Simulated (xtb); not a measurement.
HB (SMILES [BH]), singlet, from a rough starting geometry; xtb with GFN2-xTB.

Input for xtb:
```
$ xtb mol.xyz --gfn 2 --opt vtight --json

# file mol.xyz
2

B      0.28385541     0.12416754    -0.42113447
H     -0.32956837    -0.15204242     0.48910188
```

Problem. What does xtb print? Leave out banner, timings and long lists.

Solution. 
```
   ID    Z sym.   atoms
    1    5 B      1
    2    1 H      2

           -------------------------------------------------
          |                Calculation Setup                |
           -------------------------------------------------

           -------------------------------------------------
          |                 G F N 2 - x T B                 |
           -------------------------------------------------

          ...................................................
          :                      SETUP                      :
          :.................................................:
          :  # basis functions                   5          :
          :  # atomic orbitals                   5          :
          :  # shells                            3          :
          :  # electrons                         4          :
          :  max. iterations                   250          :
          :  Hamiltonian                  GFN2-xTB          :
          :  restarted?                      false          :
          :  GBSA solvation                  false          :
          :  PC potential                    false          :
          :  electronic temp.          300.0000000     K    :
          :  accuracy                    1.0000000          :
          :  -> integral cutoff          0.2500000E+02      :
          :  -> integral neglect         0.1000000E-07      :
          :  -> SCF convergence          0.1000000E-05 Eh   :
          :  -> wf. convergence          0.1000000E-03 e    :
          :  Broyden damping             0.4000000          :
          :  net charge                          0          :
          :  unpaired electrons                  0          :
          ...................................................

 iter      E             dE          RMSdq      gap      omega  full diag
   1     -1.5730975 -0.157310E+01  0.178E+01    1.12       0.0  T
   2     -1.5785499 -0.545245E-02  0.112E+01    1.15       1.0  T
   3     -1.5789304 -0.380480E-03  0.102E+00    1.48       1.0  T
   4     -1.5793228 -0.392384E-03  0.185E-01    1.46       1.0  T
   5     -1.5793231 -0.326675E-06  0.190E-02    1.47       3.7  T
   6     -1.5793231 -0.297918E-08  0.223E-03    1.47      31.6  T
   7     -1.5793231 -0.184826E-08  0.181E-04    1.47     391.2  T
   8     -1.5793231 -0.101719E-11  0.736E-05    1.47     960.5  T

   *** convergence criteria satisfied after 8 iterations ***

         :::::::::::::::::::::::::::::::::::::::::::::::::::::
         ::                     SUMMARY                     ::
         :::::::::::::::::::::::::::::::::::::::::::::::::::::
         :: total energy              -1.563438235866 Eh    ::
         :: gradient norm              0.025699045530 Eh/a0 ::
         :: HOMO-LUMO gap              1.469688764559 eV    ::
         ::.................................................::
         :: SCC energy                -1.579323122052 Eh    ::
         :: -> isotropic ES            0.002214622254 Eh    ::
         :: -> anisotropic ES         -0.001197141829 Eh    ::
         :: -> anisotropic XC         -0.006774981474 Eh    ::
         :: -> dispersion             -0.000254548847 Eh    ::
         :: repulsion energy           0.015884886186 Eh    ::
         :: add. restraining           0.000000000000 Eh    ::
         :: total charge              -0.000000000001 e     ::
         :::::::::::::::::::::::::::::::::::::::::::::::::::::

      -----------------------------------------------------------
     |                   =====================                   |
     |                        A N C O P T                        |
     |                   =====================                   |
     |               Approximate Normal Coordinate               |
     |                Rational Function Optimizer                |
      -----------------------------------------------------------
      -----------------------------------------------------------
     |                   =====================                   |
     |                        A N C O P T                        |
     |                   =====================                   |
     |               Approximate Normal Coordinate               |
     |                Rational Function Optimizer                |
      -----------------------------------------------------------

          ...................................................
          :                      SETUP                      :
          :.................................................:
          :   optimization level         verytight          :
          :   max. optcycles                   200          :
          :   ANC micro-cycles                  20          :
          :   degrees of freedom                 1          :
          :.................................................:
          :   RF solver                   davidson          :
          :   write xtbopt.log                true          :
          :   linear (good luck)              true          :
          :   energy convergence         0.1000000E-06 Eh   :
          :   grad. convergence          0.2000000E-03 Eh/α :
          :   maxmium RF displ.          1.0000000          :
          :   Hlow (freq-cutoff)         0.1000000E-01      :
          :   Hmax (freq-cutoff)         5.0000000          :
          :   S6 in model hess.         20.0000000          :
          ...................................................

generating ANC from exact Hessian ...
Using Lindh-Hessian (1995)
 Shifting diagonal of input Hessian by    0.0000000000000000
 Lowest  eigenvalues of input Hessian
    0.000000    0.000000    0.000000    0.000000    0.000000    0.749618
 Highest eigenvalues
    0.000000    0.000000    0.000000    0.000000    0.000000    0.749618

........................................................................
[...]
 * total energy  :    -1.5634382 Eh     change       -0.4629630E-12 Eh
 * total energy  :    -1.5639594 Eh     change       -0.5211792E-03 Eh
 * total energy  :    -1.5639858 Eh     change       -0.2637426E-04 Eh
 * total energy  :    -1.5639860 Eh     change       -0.2466105E-06 Eh
 * total energy  :    -1.5639861 Eh     change       -0.6645287E-07 Eh
   *** GEOMETRY OPTIMIZATION CONVERGED AFTER 5 ITERATIONS ***
[...]
H           -0.33855739390839       -0.15608996105583        0.50244035265007

 Bond Distances (Angstroems)
 ---------------------------
B1-H2=1.1650         H2-B1=1.1650
 B  H  Rav=1.1650 sigma=0.0000  Rmin=1.1650  Rmax=1.1650     1

 selected bond angles (degree)
 --------------------

 selected dihedral angles (degree)
 ---------------------------------

           -------------------------------------------------
          |                Final Singlepoint                |
           -------------------------------------------------

          ...................................................
          :                      SETUP                      :
          :.................................................:
          :  # basis functions                   5          :
          :  # atomic orbitals                   5          :
          :  # shells                            3          :
          :  # electrons                         4          :
          :  max. iterations                   250          :
          :  Hamiltonian                  GFN2-xTB          :
          :  restarted?                      false          :
          :  GBSA solvation                  false          :
          :  PC potential                    false          :
          :  electronic temp.          300.0000000     K    :
          :  accuracy                    1.0000000          :
          :  -> integral cutoff          0.2500000E+02      :
          :  -> integral neglect         0.1000000E-07      :
          :  -> SCF convergence          0.1000000E-05 Eh   :
          :  -> wf. convergence          0.1000000E-03 e    :
          :  Broyden damping             0.4000000          :
          :  net charge                          0          :
          :  unpaired electrons                  0          :
          ...................................................

 iter      E             dE          RMSdq      gap      omega  full diag
   1     -1.5761067 -0.157611E+01  0.189E-08    1.47       0.0  T
   2     -1.5761067 -0.888178E-15  0.795E-09    1.47  100000.0  T
   3     -1.5761067  0.000000E+00  0.276E-09    1.47  100000.0  T

   *** convergence criteria satisfied after 3 iterations ***

         :::::::::::::::::::::::::::::::::::::::::::::::::::::
         ::                     SUMMARY                     ::
         :::::::::::::::::::::::::::::::::::::::::::::::::::::
         :: total energy              -1.563986102349 Eh    ::
         :: gradient norm              0.000000743201 Eh/a0 ::
         :: HOMO-LUMO gap              1.471308432613 eV    ::
         ::.................................................::
         :: SCC energy                -1.576106728802 Eh    ::
         :: -> isotropic ES            0.002274040998 Eh    ::
         :: -> anisotropic ES         -0.001265960603 Eh    ::
         :: -> anisotropic XC         -0.006530554662 Eh    ::
         :: -> dispersion             -0.000255917138 Eh    ::
         :: repulsion energy           0.012120626453 Eh    ::
         :: add. restraining           0.000000000000 Eh    ::
         :: total charge              -0.000000000001 e     ::
         :::::::::::::::::::::::::::::::::::::::::::::::::::::

           -------------------------------------------------
          |                Property Printout                |
           -------------------------------------------------

    * Orbital Energies and Occupations

         #    Occupation            Energy/Eh            Energy/eV
      -------------------------------------------------------------
         1        2.0000           -0.4667997             -12.7023
         2        2.0000           -0.3372340              -9.1766 (HOMO)
         3                         -0.2831644              -7.7053 (LUMO)
         4                         -0.2831644              -7.7053
         5                          0.3593022               9.7771
      -------------------------------------------------------------
                  HL-Gap            0.0540696 Eh            1.4713 eV
             Fermi-level           -0.3105158 Eh           -8.4496 eV

     #   Z          covCN         q      C6AA      α(0)
     1   5 B        0.941     0.154    59.095    16.171
     2   1 H        0.941    -0.154     7.898     4.394

 Mol. C6AA /au·bohr⁶  :        108.778730
 Mol. C8AA /au·bohr⁸  :       3367.276826
 Mol. α(0) /au        :         20.564842

Wiberg/Mayer (AO) data.
largest (>0.10) Wiberg bond orders for each atom

 ---------------------------------------------------------------------------
     #   Z sym  total        # sym  WBO       # sym  WBO       # sym  WBO
 ---------------------------------------------------------------------------
     1   5 B    0.976 --     2 H    0.976
     2   1 H    0.976 --     1 B    0.976
 ---------------------------------------------------------------------------

Topologies differ in total number of bonds
Writing topology from bond orders to xtbtopo.mol

molecular dipole:
                 x           y           z       tot (Debye)
 q only:        0.184       0.083      -0.273
   full:       -0.347      -0.156       0.515       1.626
molecular quadrupole (traceless):
                xx          xy          yy          xz          yz          zz
 q only:        0.004      -0.013       0.021       0.035       0.019      -0.025
  q+dip:        0.074      -0.246       0.519       0.823       0.365      -0.593
   full:        0.217      -0.725       1.511       2.402       1.076      -1.729

optimized geometry written to: xtbopt.xyz

           -------------------------------------------------
          | TOTAL ENERGY               -1.563986102349 Eh   |
          | GRADIENT NORM               0.000000743201 Eh/α |
          | HOMO-LUMO GAP               1.471308432613 eV   |
           -------------------------------------------------

normal termination of xtb
```
